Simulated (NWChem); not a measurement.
Species: BCl2 cation

```xyz
3

Cl    -1.6173    -0.0229     0.0201
B      0.0000     0.0000     0.0000
Cl     1.6173     0.0229    -0.0201
```
Atoms are numbered in this order, from 1.

Computed with NWChem. Pople sets run with spherical d functions. All runs use the structure optimised with PBE0/def2-SVP. Atomic charges in e: unrestrained fits to the electrostatic potential beside Mulliken populations; the two definitions need not agree.

Problem. Estimate the computed values for Hartree-Fock/6-31G*. Quantities: ESP Cl1; Mulliken Cl1; ESP B2; Mulliken B2; ESP Cl3; Mulliken Cl3; relative RMS misfit of the potential (%).

Solution. 
| Item | Result |
|---|---|
| ESP Cl1 | 0.27 |
| Mulliken Cl1 | 0.21 |
| ESP B2 | 0.47 |
| Mulliken B2 | 0.59 |
| ESP Cl3 | 0.27 |
| Mulliken Cl3 | 0.21 |
| relative RMS misfit of the potential (%) | 3 |
